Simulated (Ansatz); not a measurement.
Geometry optimisation, RKS r2SCANh/STO-3G in Ansatz 0.2.0.

input.yaml

```yaml
crystal:
  periodic: [false, false, false]
  atoms:
    - { symbol: C, position_ang: [-1.3228, -0.4802, 0.6668] }
    - { symbol: Si, position_ang: [0.3936, 0.0957, 0.5577] }
    - { symbol: Cl, position_ang: [1.5145, -1.3393, 1.4605] }
    - { symbol: C, position_ang: [1.0723, 0.3248, -1.1737] }
    - { symbol: Cl, position_ang: [0.0675, 1.5895, -1.9955] }
    - { symbol: H, position_ang: [-1.6769, -0.5905, 1.6906] }
    - { symbol: H, position_ang: [-1.5092, -1.3623, 0.1047] }
    - { symbol: H, position_ang: [-1.9992, 0.3418, 0.2292] }
    - { symbol: H, position_ang: [0.6019, 1.3534, 1.3999] }
    - { symbol: H, position_ang: [2.0536, 0.608, -1.1792] }
    - { symbol: H, position_ang: [0.8702, -0.598, -1.7402] }
basis:
  gaussian: { orbitals: STO-3G }
hamiltonian:
  xc: r2scanh
relax:
  f_tol: 0.02
  max_steps: 40
scf:
  lower_state_search: "off"
```

Launched with:

```bash
$ ansatz run input.yaml --threads 1 --pin off --max-ram 2048MiB --backend cpu --events-out ev --progress --plain --runs-dir out
```

**Question.** Where does it end, and by what steps?

**Answer.** The run converged. Limits of this set-up: minimal basis. After 4 steps the energy has fallen by 0.522 eV; Cl3 moved furthest, 0.11 Å.

| step | energy less start (eV) | largest force component (eV/Å) | accepted |
| --- | --- | --- | --- |
| 0 | 0.0000 | 4.237 | yes |
| 1 | -0.4630 | 0.647 | yes |
| 2 | -0.5171 | 0.286 | yes |
| 3 | -0.5211 | 0.072 | yes |
| 4 | -0.5216 | 0.014 | yes |

```xyz
11
Properties=species:S:1:pos:R:3
C -1.376 -0.436 0.656
Si 0.404 0.107 0.620
Cl 1.614 -1.383 1.484
C 1.023 0.309 -1.149
Cl 0.035 1.621 -1.988
H -1.723 -0.574 1.683
H -1.520 -1.375 0.116
H -2.001 0.329 0.184
H 0.630 1.327 1.359
H 2.075 0.625 -1.197
H 0.905 -0.605 -1.748
```

Time of the run: 10 s on 1 thread of Intel(R) Xeon(R) 6975P-C (Granite Rapids), with other jobs on the host, peak memory 0.13 GiB.
